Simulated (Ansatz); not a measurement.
Cost and result for the atomization energy of `[F][AlH][NH]C[SiH3]` (12 atoms, 11 bonds).

```json
{"atom": "F1", "x (Å)": "-1.7257", "y (Å)": "0.8331", "z (Å)": "2.4060"}
{"atom": "Al2", "x (Å)": "-2.1306", "y (Å)": "0.5425", "z (Å)": "0.8316"}
{"atom": "N3", "x (Å)": "-0.9329", "y (Å)": "-0.2923", "z (Å)": "-0.1529"}
{"atom": "C4", "x (Å)": "0.4029", "y (Å)": "-0.7354", "z (Å)": "0.2272"}
{"atom": "Si5", "x (Å)": "1.7314", "y (Å)": "0.1812", "z (Å)": "-0.7526"}
{"atom": "H6", "x (Å)": "-3.5223", "y (Å)": "0.9972", "z (Å)": "0.2660"}
{"atom": "H7", "x (Å)": "-1.1324", "y (Å)": "-0.4736", "z (Å)": "-1.1263"}
{"atom": "H8", "x (Å)": "0.5219", "y (Å)": "-1.8201", "z (Å)": "0.1058"}
{"atom": "H9", "x (Å)": "0.5587", "y (Å)": "-0.5372", "z (Å)": "1.2922"}
{"atom": "H10", "x (Å)": "3.0967", "y (Å)": "-0.3347", "z (Å)": "-0.4551"}
{"atom": "H11", "x (Å)": "1.4600", "y (Å)": "0.0065", "z (Å)": "-2.2071"}
{"atom": "H12", "x (Å)": "1.6724", "y (Å)": "1.6329", "z (Å)": "-0.4347"}
```

Charge 0, multiplicity 1. The geometry is a stationary point of PBE0-D4/def2-TZVP. It is one conformer, not always the lowest. Program: Ansatz. All runs use 4 threads of an Intel Xeon 6975P-C on a shared host. Times are those of one run each, without the atoms' runs, and a repeat can differ threefold. Electronic energies, without spin–orbit coupling; frozen cores. CCSD(T)/CBS adds CCSD(T) − MP2 in def2-TZVPP to the MP2 limit, and its time is that of the two runs behind it. T1 = 0.012. B3LYP takes the VWN-RPA correlation (the form of Gaussian; ORCA's B3LYP/G).

CCSD(T)/CBS is a level of theory with its own doubt, some kJ/mol a heavy atom from the limit and from the frozen cores, so smaller differences don't rank the functionals.

| level | functions | wall time |
| --- | --- | --- |
| BLYP-D4/def2-TZVPP | 275 | 1.6 s |
| PBE0-D4/def2-TZVPP | 275 | 2.5 s |
| r2SCAN-D4/def2-TZVPP (with forces) | 275 | 3.1 s |
| BHLYP-D4/def2-TZVPP | 275 | 3.1 s |
| CAM-B3LYP-D4/def2-TZVPP | 275 | 4.1 s |
| B3LYP-D4/def2-TZVPP (with forces) | 275 | 4.5 s |
| B97M-V/def2-TZVPP | 275 | 4.7 s |
| CCSD(T)/def2-SVP | 113 | 5.5 s |
| PBE-QIDH/def2-TZVPP | 275 | 6.5 s |
| ωB97M-V/def2-TZVPP (with forces) | 275 | 10 s |
| MP2/def2-QZVPP | 521 | 21 s |
| CCSD(T)/def2-TZVPP | 275 | 81 s |
| CCSD(T)/CBS(def2) | – | 100 s |

What atomization energy does each give, and how far from CCSD(T)/CBS? (An estimate is asked.)

The calculation gave: 
```
                             level  atomization (kcal/mol)  difference from CCSD(T)/CBS  per bond
                BLYP-D4/def2-TZVPP                   981.9                         -5.5      -0.5
                PBE0-D4/def2-TZVPP                   975.7                        -11.7      -1.1
r2SCAN-D4/def2-TZVPP (with forces)                   983.2                         -4.2      -0.4
               BHLYP-D4/def2-TZVPP                   962.0                        -25.4      -2.3
           CAM-B3LYP-D4/def2-TZVPP                   991.4                          4.0       0.4
 B3LYP-D4/def2-TZVPP (with forces)                   985.2                         -2.2      -0.2
                 B97M-V/def2-TZVPP                   988.5                          1.1       0.1
                  CCSD(T)/def2-SVP                   925.2                        -62.2      -5.7
               PBE-QIDH/def2-TZVPP                   972.3                        -15.1      -1.4
  ωB97M-V/def2-TZVPP (with forces)                   987.5                          0.1       0.0
                    MP2/def2-QZVPP                   987.6                          0.2       0.0
                CCSD(T)/def2-TZVPP                   959.9                        -27.5      -2.5
                 CCSD(T)/CBS(def2)                   987.4                          0.0       0.0
```

From PBE to PBE0 (25 % exact exchange), in def2-TZVPP and without D4, the atomization energy moves by −12.9 kcal/mol: exact exchange takes away binding that semilocal exchange gives to molecules. Leaving LDA and LC-ωPBE aside and taking each functional with its dispersion term where it has one, the values spread over 29.4 kcal/mol, from BHLYP-D4 to CAM-B3LYP-D4. LDA lies +123.1 kcal/mol from PBE without D4, its usual overbinding. The D4 term adds +9.3 kcal/mol with B3LYP and +4.9 kcal/mol with PBE0; it sums over pairs of atoms, weighted by their polarisabilities, and B3LYP, whose exchange is more repulsive, gets the larger term.
